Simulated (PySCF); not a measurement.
A side-by-side comparison of computed properties.

First species: C3H11NSi2.
SMILES: `[SiH3]N([SiH3])C1CC1`

Second species: C3H11NSi2.
Atom-mapped SMILES: `[CH3:1]/[CH:2]=[N:3]/[Si@@H:4]([CH3:5])[SiH3:6]` (hydrogens: H7, H8, H9 on C1; H10 on C2; H11 on Si4; H12, H13, H14 on C5; H15, H16, H17 on Si6)

Levels: wB97X-D/def2-SVPD for dipole moment, HOMO energy, LUMO energy, HOMO–LUMO gap, static isotropic polarisability and electronic spatial extent ⟨r²⟩ about the centre of nuclear charge; TDDFT wB97X-D/def2-SVPD for lowest singlet excitation; TDA wB97X-D/def2-SVPD for lowest triplet excitation (Tamm–Dancoff); GFN2-xTB for rotational constant A and rotational constant C. Geometries: GFN2-xTB. Each structure is a single optimised conformer of the isolated species, non-relativistic unless stated. Electronic properties by PySCF.

Dipoles, sizes and rotational constants follow the conformer. The torsions of the flexible species, by atom-mapped SMILES:
- `[SiH3:1][N:2]([SiH3:3])[CH:4]1[CH2:5][CH2:6]1`: Si1–N2–C4–C5 -149°
- `[CH3:1]/[CH:2]=[N:3]/[Si@@H:4]([CH3:5])[SiH3:6]`: C2–N3–Si4–C5 128°

Values for the first species:

```
Dipole moment                                                     : 0.79 D
HOMO energy                                                       : -8.58 eV
LUMO energy                                                       : 2.00 eV
HOMO–LUMO gap                                                     : 10.58 eV
Lowest singlet excitation                                         : 6.16 eV
Lowest triplet excitation (Tamm–Dancoff)                          : 5.97 eV
Static isotropic polarisability                                   : 91.6 au
Electronic spatial extent ⟨r²⟩ about the centre of nuclear charge : 1009 bohr²
Rotational constant A                                             : 2.651 GHz
Rotational constant C                                             : 1.272 GHz
```

Estimate the same properties for the second species, and the change in each.

```csv
property,first,second,second less first
dipole moment,0.79 D,1.84 D,+1.05 D
HOMO energy,-8.58 eV,-8.73 eV,-0.15 eV
LUMO energy,2.00 eV,1.15 eV,-0.85 eV
HOMO–LUMO gap,10.58 eV,9.88 eV,-0.70 eV
lowest singlet excitation,6.16 eV,4.27 eV,-1.89 eV
lowest triplet excitation (Tamm–Dancoff),5.97 eV,3.77 eV,-2.20 eV
static isotropic polarisability,91.6 au,104.1 au,+12.5 au
electronic spatial extent ⟨r²⟩ about the centre of nuclear charge,1009 bohr²,1307 bohr²,+298 bohr²
rotational constant A,2.651 GHz,2.989 GHz,+0.338 GHz
rotational constant C,1.272 GHz,0.959 GHz,-0.313 GHz
```

On the first: The vertical singlet–triplet gap S1 − T1 is 0.19 eV (TDDFT singlet less Tamm–Dancoff triplet; S1: HOMO→LUMO, weight 0.82; T1: HOMO→LUMO, weight 0.69). The principal polarisabilities are 80.0, 95.9 and 98.9 au; their mean is the isotropic value.

On the second: No computed singlet falls in the visible range (750 to 380 nm, 1.65 to 3.26 eV); S1 lies 1.01 eV above its blue end. The principal polarisabilities are 88.5, 99.2 and 124.6 au; their mean is the isotropic value.
